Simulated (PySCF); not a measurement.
## Spin states of ScO

Unrestricted PBE0; basis Sc x2c-TZVPPall, O x2c-TZVPPall; spin-free X2C with a Gaussian nucleus; PySCF 2.14. Outer shells of the fragments: Sc 3d1 4s2; O 2s2 2p4.

Followed along the bond (rough minima from three points):

```
2Ms+1       unpaired  ⟨S²⟩ at the start  R at minimum (Å)  Te (eV)
    2            σ ↑               0.76              1.65     0.00
    2            δ ↑               0.76              1.70     1.52
    2            π ↑               0.77              1.67     1.77
    4  σ ↑, π ↑, δ ↑               3.75              1.95     2.95
```

Solutions found at the starting distance of 1.920 Å, counted from the lowest of them; the search is not exhaustive and high or unbound solutions are not listed, so other states can lie among these:

```tsv
2Ms+1	unpaired	term	E (eV)	⟨S²⟩	⟨Lz²⟩	μ (D)
2	σ ↑	²Σ⁺	0.00	0.76	0.00	-5.61
2	δ ↑	²Δ	1.01	0.76	4.00	-8.98
2	π ↑	²Π	1.44	0.77	1.01	-6.68
4	σ ↑, π ↑, δ ↑	mixed	1.83	3.75	5.01	-2.94
2	σ ↑, π ↓, δ ↑	mixed	1.84	1.76	5.01	-2.91
2	π ↑	²Π	1.97	0.76	1.04	-2.14
```

A term symbol is given only where ⟨S²⟩ and ⟨Lz²⟩ are close to those of a pure state; real π, δ and φ orbitals otherwise mix terms. A positive dipole means Sc(−)O(+).

Question: Compare the gap between the two lowest followed solutions at the starting distance with the gap between their minima.

Answer: At PBE0 the second solution (doublet, unpaired electrons δ ↑) lies +1.01 eV from the first (doublet, unpaired electrons σ ↑) at 1.920 Å and +1.52 eV at the minima; the two curves relax by different amounts, since their minima lie near 1.70 and 1.65 Å.

The state is the lowest single determinant that the PBE0 search found; with open d or f shells the true ground state can be another one.
